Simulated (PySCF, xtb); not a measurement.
H5NO3Sn, SMILES [NH2][Sn]([OH])([OH])[OH]. Other conformers were not sampled.

Harmonic wavenumbers (cm⁻¹) from GFN2-xTB in xtb at its own minimum, in rising order: 98, 101, 127, 133, 150, 158, 160, 245, 268, 406, 506, 512, 556, 768, 795, 819, 846, 847, 1460, 3370, 3396, 3620, 3627, 3647.

Question: What does B3LYP-D3(BJ)/def2-SVP in PySCF give at its own minimum? (Estimate from the structure and the level; the computed values follow.)

Answer: 52, 112, 145, 164, 167, 182, 199, 228, 256, 548, 609, 625, 632, 661, 835, 845, 873, 887, 1535, 3497, 3593, 3806, 3819, 3825. Paired by order, the mean absolute difference is 77 cm⁻¹ and the zero-point energies are 38.0 and 40.2 kcal/mol.
